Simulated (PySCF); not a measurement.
revPBE on K⁻ (potassium, charge -1), [Ar] 4s2, closed-shell 1S. Computed with PySCF 2.14 in def2-TZVPPD (6s5p3d, 36 functions), with the non-relativistic Hamiltonian (point nucleus).

```
cycle= 1 E= -599.825009823361  delta_E= -0.00305  |g|= 0.016  |ddm|= 0.399
cycle= 2 E= -599.825118148328  delta_E= -0.000108  |g|= 0.0131  |ddm|= 0.186
cycle= 3 E= -599.825218349411  delta_E= -0.0001  |g|= 0.000385  |ddm|= 0.0589
cycle= 4 E= -599.825218659426  delta_E= -3.1e-07  |g|= 6e-05  |ddm|= 0.00799
cycle= 5 E= -599.825218668323  delta_E= -8.9e-09  |g|= 9.68e-08  |ddm|= 0.00116
cycle= 6 E= -599.825218668323  delta_E=    0  |g|= 1.09e-08  |ddm|= 1.14e-06
converged SCF energy = -599.825218668323  <S^2> = -1.5987212e-14  2S+1 = 1
```

Highest occupied orbital energy: 0.908 eV; ⟨L²⟩ = 0.00; populations by l: s 8.00, p 12.00, d 0.00.

Task: Can this result be used?

Result: With care. Self-consistency was reached. At revPBE the highest occupied level has a positive energy, so only the finite basis holds that electron; in a semilocal or global hybrid functional this comes from self-interaction and does not mean that the real anion is unbound.
